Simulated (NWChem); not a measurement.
The numbers come from NWChem runs, not from measurements. System: isocyanic acid (CHNO), charge 0, spin multiplicity 1, at a geometry optimised with B3LYP/def2-SVP. Level: CCSD(T)/def2-TZVP, 3 core orbitals frozen.

NWChem printed:

```
             Northwest Computational Chemistry Package (NWChem) 7.3.0
             --------------------------------------------------------

                                NWChem Input Module
                                -------------------

 Scaling coordinates for geometry "geometry" by  1.889725989
 (inverse scale =  0.529177249)

 Turning off AUTOSYM since
 SYMMETRY directive was detected!

                             Geometry "geometry" -> ""
                             -------------------------

 Output coordinates in angstroms (scale by  1.889725989 to convert to a.u.)

  No.       Tag          Charge          X              Y              Z
 ---- ---------------- ---------- -------------- -------------- --------------
    1 N                    7.0000     1.16341700    -0.07544900     0.00000000
    2 C                    6.0000    -0.04642400     0.02107000     0.00000000
    3 O                    8.0000    -1.21380500    -0.03362200     0.00000000
    4 H                    1.0000     1.84506100     0.67070100     0.00000000

 Effective nuclear repulsion energy (a.u.)      59.1124646781

            Nuclear Dipole moment (a.u.)
            ----------------------------
        X                 Y               Z
 ---------------- ---------------- ----------------
    -0.0000075589     0.0000037795     0.0000000000

      Symmetry information
      --------------------

 Group name             Cs
 Group number              2
 Group order               2
 No. of unique centers     4

      Symmetry unique atoms

     1    2    3    4


 Summary of "ao basis" -> "" (spherical)
 ------------------------------------------------------------------------------
       Tag                 Description            Shells   Functions and Types
 ---------------- ------------------------------  ------  ---------------------
 *                         def2-tzvp                  on all atoms

 Summary of "ao basis" -> "ao basis" (spherical)
 ------------------------------------------------------------------------------
       Tag                 Description            Shells   Functions and Types
 ---------------- ------------------------------  ------  ---------------------
 N                         def2-tzvp                11       31   5s3p2d1f
 C                         def2-tzvp                11       31   5s3p2d1f
 O                         def2-tzvp                11       31   5s3p2d1f
 H                         def2-tzvp                 4        6   3s1p
[...]
    Number of AO functions :    99
       Number of AO shells :    37
        Use of symmetry is : on
      Symmetry adaption is : on
         Schwarz screening : 0.10D-09

          Correlation Information
          -----------------------
          Calculation type : Coupled-cluster singles & doubles w/ perturbation
   Perturbative correction : (T)
            Max iterations :      100
        Residual threshold : 0.10D-05
     T(0) DIIS level shift : 0.00D+00
     L(0) DIIS level shift : 0.00D+00
     T(1) DIIS level shift : 0.00D+00
     L(1) DIIS level shift : 0.00D+00
     T(R) DIIS level shift : 0.00D+00
     T(I) DIIS level shift : 0.00D+00
   CC-T/L Amplitude update :  5-th order DIIS
                I/O scheme : Global Array Library
        L-threshold :  0.10D-05
        EOM-threshold :  0.10D-05
 no EOMCCSD initial starts read in
 TCE RESTART OPTIONS
 SLICE:      F
 D4D5:       F
 quantumc:   F
 qrotation:  F
 pwtce:      F
 qducc:      F
 nacto:                         0
 nrotv:                         0
 nrot:                          0

            Memory Information
            ------------------
          Available GA space size is     249026999 doubles
          Available MA space size is     104853276 doubles

 Maximum block size supplied by input
 Maximum block size        24 doubles

 tile_dim =     20

 -------------------------------------------------
   1    alpha     a'     6 doubles       0       1
   2    alpha     a"     2 doubles       6       2
   3    beta      a'     6 doubles       8       1
   4    beta      a"     2 doubles      14       2
   5    alpha     a'    19 doubles      16       5
   6    alpha     a'    20 doubles      35       6
   7    alpha     a'    20 doubles      55       7
   8    alpha     a"    14 doubles      75       8
   9    alpha     a"    15 doubles      89       9
  10    beta      a'    19 doubles     104       5
  11    beta      a'    20 doubles     123       6
  12    beta      a'    20 doubles     143       7
  13    beta      a"    14 doubles     163       8
  14    beta      a"    15 doubles     177       9

 Global array virtual files algorithm will be used

 Parallel file system coherency ......... OK

 4-electron integrals stored in orbital form

 v2    file size   =          8616610
 4-index algorithm nr.  13 is used
 imaxsize =       30
 imaxsize ichop =        0


CCSD iterations
 ---------------------------------------------------------
 Iter          Residuum       Correlation     Cpu    Wall
 ---------------------------------------------------------
    1   0.2030382596374  -0.5730804546316     1.3     1.3
    2   0.0492372760042  -0.5579210167594     1.2     1.2
    3   0.0166492760060  -0.5711278252926     1.2     1.2
    4   0.0083562784056  -0.5698348187327     1.2     1.2
    5   0.0031867061707  -0.5713613259818     1.3     1.3
    6   0.0011838397851  -0.5713971293217     1.3     1.3
    7   0.0005170448099  -0.5713871081678     1.1     1.1
    8   0.0002614250875  -0.5714066707623     1.3     1.3
    9   0.0001444916880  -0.5714053075563     1.2     1.2
   10   0.0000823018433  -0.5714139431376     1.2     1.2
   11   0.0000204764355  -0.5714180953045     1.2     1.2
   12   0.0000093647727  -0.5714178473657     1.2     1.2
   13   0.0000061253621  -0.5714177657670     1.2     1.2
   14   0.0000036831874  -0.5714177798702     1.2     1.2
   15   0.0000024926127  -0.5714177188706     1.2     1.2
   16   0.0000005282172  -0.5714176365710     1.2     1.2
 -----------------------------------------------------------------
 Iterations converged
 CCSD correlation energy / hartree =        -0.571417636571039
 CCSD total energy / hartree       =      -168.406345213951852

 Singles contributions

 Doubles contributions
 CCSD(T)
 Using plain CCSD(T) code
             total no. of tasks          295
 total no. of tasks / no. procs          295
                         wl_min        21952           5.3
                         wl_max      1728000          11.0
        thresh for no. of tasks          295

 CCSD[T]  correction energy / hartree =        -0.030488468701689
 CCSD[T] correlation energy / hartree =        -0.601906105272728
 CCSD[T] total energy / hartree       =      -168.436833682653543
 CCSD(T)  correction energy / hartree =        -0.028423072473295
 CCSD(T) correlation energy / hartree =        -0.599840709044335
 CCSD(T) total energy / hartree       =      -168.434768286425140

 Task  times  cpu:       84.9s     wall:       84.9s

 Total times  cpu:       84.9s     wall:       84.9s
```

Q: Write an NWChem input that would produce this output.

A: This is not unique; one that fits is 
```
start mol
memory heap 100 mb stack 700 mb global 1900 mb
geometry units angstroms nocenter noautoz
  N      1.163417    -0.075449     0.000000
  C     -0.046424     0.021070     0.000000
  O     -1.213805    -0.033622     0.000000
  H      1.845061     0.670701     0.000000
  symmetry group Cs
end
basis spherical
  * library def2-tzvp
end
scf
  rhf
  nopen 0
  maxiter 100
  thresh 1e-7
  semidirect memsize 60000000 filesize 0
end
tce
  freeze core 3
  ccsd(t)
  2eorb
  2emet 13
  thresh 1e-6
  maxiter 100
  tilesize 24
end
task tce energy
```
